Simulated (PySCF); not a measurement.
**Correlation energy of Cl (chlorine, neutral)**

[Ne] 3s1 3p6, 2S determinant (an excited configuration). Calculation: PySCF 2.14, in dyall-acv3z; scalar relativity by spin-free X2C-1e. Frozen: [Ne]; 7 electrons correlated; the 31 highest virtual orbitals of each spin left out.

```csv
level,correlation energy (mhartree)
CCSD,-332.39
(T),-44.14
CCSD(T),-376.53
```

Diagnostics: T1 = 0.023, D1 = 0.0494, largest double amplitude 0.218.

A double-excitation amplitude exceeds 0.15, a sign of near-degeneracy.

Cost of the coupled-cluster step: of the order of 26 core-seconds, for 7 correlated electrons.
